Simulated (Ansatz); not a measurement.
Two members of one family (Series SnH3X), computed with Ansatz in the gas phase; def2 core potentials for Sn, no spin–orbit coupling. The two geometries come from different levels. Binding counts from free atoms in the multiplicity of their measured ground term, without zero-point energy. A dash marks a value that wasn't run or was left out as unsound. The structures are stationary points that may keep the symmetry of their start. Remarks come from the PBE and PBE0 runs and from stability tests at other levels; not every state was tested. HOMO above LUMO (over both spins in singlets and doublets, within one spin in higher multiplets; at PBE or PBE0), or a gap under 0.15 eV within one spin, warns that the state may not be the lowest or that an electron is smeared out.

First: SnMeH3 (singlet, charge 0, PBE-D4/def2-TZVP geometry).

Cartesian coordinates in Å:
```
Sn 0.084 -0.582 -0.805
C -0.098 0.679 0.938
H -1.022 1.267 0.876
H 0.760 1.360 0.995
H -0.127 0.059 1.843
H 1.544 -1.492 -0.727
H 0.106 0.382 -2.232
H -1.247 -1.672 -0.889
```

```json
{"level": "revPBE-D4/def2-TZVP", "HOMO (eV)": "-7.15", "LUMO (eV)": "-0.43", "gap (eV)": "6.72", "vertical IE (eV)": "–", "binding per atom (eV)": "2.97"}
{"level": "r2SCAN-D4/def2-TZVP", "HOMO (eV)": "-7.45", "LUMO (eV)": "0.01", "gap (eV)": "7.45", "vertical IE (eV)": "10.38", "binding per atom (eV)": "3.03"}
{"level": "B3LYP-D4/def2-TZVP", "HOMO (eV)": "-8.15", "LUMO (eV)": "-0.04", "gap (eV)": "8.12", "vertical IE (eV)": "–", "binding per atom (eV)": "3.03"}
{"level": "PBE0-D4/def2-TZVP", "HOMO (eV)": "-8.37", "LUMO (eV)": "0.24", "gap (eV)": "8.61", "vertical IE (eV)": "10.49", "binding per atom (eV)": "3.01"}
{"level": "ωB97X-V/def2-TZVP", "HOMO (eV)": "-10.69", "LUMO (eV)": "1.93", "gap (eV)": "12.61", "vertical IE (eV)": "–", "binding per atom (eV)": "3.06"}
```

Remarks: gap within one spin near zero at PBE or PBE0 (+1 doublet), HOMO above LUMO (+1 doublet).

Second: Sn(GeH3)H3 (singlet, charge 0, r2SCAN-D4/def2-TZVP geometry).

```xyz
8

Sn    0.8717   -0.1196   -0.9216
Ge   -0.9013    0.1238    0.9536
H    -0.5479   -0.7612    2.1562
H    -2.2864   -0.2914    0.4414
H    -0.9832    1.5781    1.4351
H     1.0308   -1.7540   -1.3869
H     2.3931    0.4353   -0.3831
H     0.4232    0.7891   -2.2947
```

Task: What does the change do? Estimate second minus first.

Result: 
```json
{"level": "revPBE-D4/def2-TZVP", "Δ HOMO (eV)": "0.27", "Δ LUMO (eV)": "-0.47", "Δ gap (eV)": "-0.74", "Δ vertical IE (eV)": "–", "Δ binding per atom (eV)": "-0.61"}
{"level": "r2SCAN-D4/def2-TZVP", "Δ HOMO (eV)": "0.26", "Δ LUMO (eV)": "-0.63", "Δ gap (eV)": "-0.89", "Δ vertical IE (eV)": "-0.51", "Δ binding per atom (eV)": "-0.57"}
{"level": "B3LYP-D4/def2-TZVP", "Δ HOMO (eV)": "0.40", "Δ LUMO (eV)": "-0.42", "Δ gap (eV)": "-0.82", "Δ vertical IE (eV)": "–", "Δ binding per atom (eV)": "-0.59"}
{"level": "PBE0-D4/def2-TZVP", "Δ HOMO (eV)": "0.42", "Δ LUMO (eV)": "-0.39", "Δ gap (eV)": "-0.81", "Δ vertical IE (eV)": "-0.55", "Δ binding per atom (eV)": "-0.60"}
{"level": "ωB97X-V/def2-TZVP", "Δ HOMO (eV)": "0.56", "Δ LUMO (eV)": "-0.25", "Δ gap (eV)": "-0.82", "Δ vertical IE (eV)": "–", "Δ binding per atom (eV)": "-0.56"}
```
